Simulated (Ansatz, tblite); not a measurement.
Cost and result up the ladder for [AlF4]- (AlF4⁻) (5 atoms). The state is a singlet with charge -1. Geometry: r2SCAN-D4/def2-SVPD.

```xyz
5

Al    0.000    0.000    0.000
F     1.510    0.682    0.433
F    -1.253    1.108    0.367
F    -0.245   -1.450    0.878
F    -0.012   -0.340   -1.678
```

Ansatz on 4 threads of Arm Neoverse V2 on a shared host; xTB runs through tblite on one thread. Times are rough, summed over both states, and most runs start from the orbitals of an earlier one. PBE0-D4/def2-TZVPD serves as the yardstick here, not as an exact answer. The other state is a triplet.

The xTB rows come from tblite. HOMO above LUMO, or a gap near zero within one spin, warns that the state may not be the lowest or that an electron is smeared out.

xTB has no spin-polarisation term.

| level | functions | vertical triplet (eV) | difference from PBE0-D4/def2-TZVPD (eV) | remarks |
| --- | --- | --- | --- | --- |
| GFN1-xTB | 25 | 6.18 | -2.13 | – |
| PBE-D4/def2-TZVPD | 203 | 7.19 | -1.12 | HOMO above zero (triplet), gap within one spin near zero (triplet) |
| GFN2-xTB | 25 | 12.60 | 4.29 | – |
| PBE0-D4/def2-TZVPD | 203 | 8.31 | 0.00 | HOMO above zero (triplet) |

Q: Estimate how long each takes.

A: GFN1-xTB 0.006 s; GFN2-xTB 0.008 s; PBE-D4/def2-TZVPD 7.2 s; PBE0-D4/def2-TZVPD 13 s. On shared hardware such times vary by a factor of up to 3.
